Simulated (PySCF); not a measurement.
These are PBE-D3(BJ)/def2-TZVP run with PySCF 2.14.0 values and carry that method's errors. Gas-phase values, no solvent. Delta-SCF ions had no search for a lower state. 

Reference species (SMILES): `[SiH](F)(F)F` (neutral, multiplicity 1).

The dipole moment is 1.27 D. The vertical ionisation energy (Delta-SCF) is 13.45 eV.

Changed species: `B[Si](F)(F)F` (X = boryl; the reference has X = H).

Give the shifts of the dipole moment and vertical ionisation energy (Delta-SCF).

the dipole moment increases by 0.74 D, to 2.01 D; the vertical ionisation energy (Delta-SCF) drops by 1.76 eV, to 11.69 eV.
